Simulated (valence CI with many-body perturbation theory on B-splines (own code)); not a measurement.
Values are calculated unless marked as measured or tabulated.
# K VII: what each term of the Hamiltonian does

Method: relativistic CI+MBPT: three valence electrons over a frozen Dirac-Fock core [Ne], radial functions for each j: 11 s, 11 p, 9 d, 7 f, 5 g, 2 h, 1 i, with the one-electron correlation potential Σ1, the two-electron term Σ2, the three-electron term Σ3, Breit, model QED; selected CI, second order for the rest, scaled by the run's own slope (own B-spline code, finite nucleus).

Set against measurement, 57 paired levels are off by 92 cm⁻¹ on average, the worst by 206. These come from a selection out of Sansonetti, J. Phys. Chem. Ref. Data 37, 7 (2008). Levels without a partner in it may be off by more.

Each rung adds one term. CI alone is the Dirac-Coulomb CI over the frozen core; QED comes last and gives the full result, which names the levels. Energies are above 3s2 3p 2P°_1/2 on the same rung, in eV.

Names give the largest LS component (configuration and term), which can be under half, so a name can repeat, a term be missing and a line seem to break the LS rules; names also repeat where a configuration has a term twice. Letters in brackets count levels of one name in rising energy.

```csv
Level,CI alone,Σ1,Σ2,Σ3,Breit,QED,Full
3s2 3p 2P°_3/2,0.396,+0.0057,+0.0010,+0.0001,-0.0150,+0.0010,0.389
3s 3p2 4P_1/2,14.127,-0.0079,+0.1235,+0.0065,+0.0024,-0.0166,14.235
3s 3p2 4P_3/2,14.272,-0.0058,+0.1239,+0.0065,-0.0031,-0.0162,14.377
3s 3p2 4P_5/2,14.494,-0.0027,+0.1241,+0.0065,-0.0133,-0.0157,14.593
3s 3p2 2D_3/2,18.801,+0.0066,+0.0411,+0.0044,-0.0103,-0.0140,18.829
3s 3p2 2D_5/2,18.825,+0.0073,+0.0405,+0.0045,-0.0135,-0.0139,18.850
3s 3p2 2S_1/2,24.088,+0.0189,-0.1185,-0.0078,-0.0062,-0.0161,23.958
3s 3p2 2P_1/2,25.963,+0.0202,-0.3312,-0.0042,-0.0041,-0.0171,25.626
3s 3p2 2P_3/2,26.210,+0.0234,-0.3338,-0.0041,-0.0133,-0.0165,25.866
3s2 3d 2D_3/2,31.366,+0.0307,-0.2695,-0.0204,-0.0280,-0.0011,31.078
3s2 3d 2D_5/2,31.384,+0.0327,-0.2689,-0.0206,-0.0325,-0.0010,31.093
3p3 2D°_3/2,36.868,+0.0049,+0.0684,+0.0115,-0.0120,-0.0278,36.913
3p3 2D°_5/2,36.909,+0.0055,+0.0687,+0.0115,-0.0157,-0.0277,36.951
3p3 4S°_3/2,38.436,+0.0071,-0.2071,+0.0043,-0.0050,-0.0339,38.201
3s 3p 3d 4F°_3/2,41.358,+0.0099,+0.0785,-0.0025,-0.0198,-0.0160,41.408
3s 3p 3d 4F°_5/2,41.441,+0.0116,+0.0783,-0.0025,-0.0252,-0.0158,41.488
3p3 2P°_1/2,41.730,+0.0191,-0.1096,-0.0009,-0.0113,-0.0295,41.598
3s 3p 3d 4F°_7/2,41.560,+0.0140,+0.0780,-0.0024,-0.0322,-0.0154,41.602
3p3 2P°_3/2,41.734,+0.0195,-0.1074,-0.0008,-0.0133,-0.0293,41.603
3s 3p 3d 4F°_9/2,41.717,+0.0171,+0.0778,-0.0023,-0.0405,-0.0150,41.754
3s 3p 3d 4P°_5/2,45.072,+0.0211,-0.0808,-0.0158,-0.0270,-0.0158,44.954
3s 3p 3d 4P°_3/2,45.178,+0.0214,-0.0835,-0.0153,-0.0279,-0.0156,45.057
3s 3p 3d 4P°_1/2,45.262,+0.0222,-0.0809,-0.0154,-0.0286,-0.0153,45.144
3s 3p 3d 4D°_1/2,45.536,+0.0175,-0.1480,-0.0113,-0.0269,-0.0155,45.352
3s 3p 3d 4D°_3/2,45.587,+0.0188,-0.1455,-0.0114,-0.0303,-0.0154,45.403
3s 3p 3d 4D°_5/2,45.631,+0.0198,-0.1489,-0.0111,-0.0336,-0.0153,45.442
3s 3p 3d 4D°_7/2,45.657,+0.0205,-0.1553,-0.0106,-0.0368,-0.0153,45.459
3s 3p 3d 2D°_5/2 [a],46.909,+0.0234,-0.2265,-0.0082,-0.0292,-0.0191,46.649
3s 3p 3d 2D°_3/2 [a],46.911,+0.0231,-0.2269,-0.0082,-0.0267,-0.0191,46.653
3s 3p 3d 2F°_5/2 [a],49.037,+0.0306,-0.1111,-0.0199,-0.0250,-0.0161,48.895
3s 3p 3d 2F°_7/2 [a],49.354,+0.0353,-0.1115,-0.0193,-0.0379,-0.0153,49.205
```

The middle columns are the shifts that each term adds.

Problem. How does the ionisation energy move along the ladder, and which term matters most?

Solution. CI alone 117.73, + Σ1 118.21, + Σ2 118.04, + Σ3 118.02, + Breit 117.98, + QED 117.99 eV. The largest step is Σ1, 0.48 eV. NIST lists 117.56 ± 0.11 eV (measured), further off than its uncertainty and the later steps.
